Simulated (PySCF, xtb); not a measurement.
H7InOSi2, SMILES [OH][In]([SiH3])[SiH3]. The values are those of a single conformer.

Harmonic wavenumbers (cm⁻¹) from GFN2-xTB in xtb 6.7.1 at its own minimum, in rising order: 25, 46, 56, 65, 118, 231, 300, 317, 325, 331, 345, 355, 374, 446, 711, 768, 786, 787, 792, 794, 2083, 2109, 2114, 2136, 2145, 2147, 3696.

### Question
What does PySCF with PBE0-D3(BJ)/def2-SVP give at its own minimum? (The exact figures need the calculation; the answer reports its results.)

### Answer
12, 24, 62, 91, 120, 265, 310, 344, 421, 436, 452, 471, 592, 749, 828, 860, 932, 934, 934, 936, 2205, 2209, 2218, 2220, 2222, 2237, 3899. Paired by order, the mean absolute difference is 98 cm⁻¹ and the zero-point energies are 34.9 and 38.6 kcal/mol.
